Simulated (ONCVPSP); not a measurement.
Scattering properties, ONCV potential for boron

| Item | Value |
| --- | --- |
| Element | boron (B) |
| Generator | ONCVPSP 4.0.1 |
| Type | optimised norm-conserving Vanderbilt (ONCV) |
| Functional | PBE |
| Relativity | scalar-relativistic |
| Frozen core | [He] |
| Valence charge | 3 |
| Reference configuration | 2s2 2p0.5 (charge +0.5) |
| Partial waves | 2s: rc 1.20 bohr, ncon 4, nbas 7, qcut 5.5 1/bohr, 2 projectors, debl 2.6 Ha; 2p: rc 2.85 bohr, ncon 3, nbas 7, qcut 4.3 1/bohr, 2 projectors, debl 1.3 Ha; d scattering state at 0.23 Ha: rc 2.35 bohr, ncon 4, nbas 8, qcut 3.8 1/bohr, 2 projectors, debl 2.8 Ha |
| Local potential | polynomial inside 1.00 bohr (lpopt 3, dvloc0 0 Ha) |
| Core correction | none |

The phase is arctan(r·R′/R) of the radial function R(r), unwrapped; energies in Ha, scanned from -2 to 5 Ha. A pole is an energy at which the radial function vanishes at the test radius. The pseudo phase is shifted by a multiple of π to meet the all-electron one at the reference energy, and phase errors are pseudo minus all-electron; the curves can meet again beyond the range given. Levels narrower than the energy grid can be missing from the lists of poles.

For each channel, where are the poles, and over which energies does the pseudopotential scatter like the atom?

| channel | radius (bohr) | reference energy (Ha) | poles, all-electron | poles, pseudo | unbroken range about the reference energy with phases within 0.05 rad | phase error 1 Ha above the reference energy (rad) |
| --- | --- | --- | --- | --- | --- | --- |
| s | 1.22 | -0.52 | 4.22 | 4.18 | the whole range | -0.000 |
| p | 2.89 | -0.30 | -0.11, 1.78, 4.92 | -0.11, 1.79 | below 2.6 | +0.001 |
| d | 2.39 | 0.23 | 1.69 | 1.68, 4.67 | below 4.3 | -0.003 |

Phases in the s channel:

```tsv
E (Ha)	all-electron	pseudo
-1.98	0.615	0.612
-1.80	0.525	0.523
-1.62	0.421	0.419
-1.44	0.302	0.301
-1.26	0.168	0.167
-1.08	0.021	0.020
-0.90	-0.134	-0.134
-0.72	-0.289	-0.289
-0.54	-0.438	-0.438
-0.36	-0.575	-0.575
-0.18	-0.698	-0.698
0.00	-0.806	-0.806
0.18	-0.899	-0.899
0.36	-0.979	-0.979
0.54	-1.048	-1.048
0.72	-1.108	-1.108
0.90	-1.159	-1.160
1.08	-1.205	-1.205
1.26	-1.245	-1.245
1.44	-1.280	-1.280
1.62	-1.312	-1.312
1.80	-1.340	-1.340
1.98	-1.366	-1.366
2.16	-1.389	-1.389
2.34	-1.411	-1.411
2.52	-1.431	-1.431
2.70	-1.449	-1.449
2.88	-1.466	-1.467
3.06	-1.483	-1.483
3.24	-1.498	-1.498
3.42	-1.512	-1.513
3.60	-1.526	-1.528
3.78	-1.540	-1.541
3.96	-1.552	-1.555
4.14	-1.565	-1.568
4.32	-1.577	-1.581
4.50	-1.589	-1.594
4.68	-1.601	-1.608
4.86	-1.613	-1.621
```
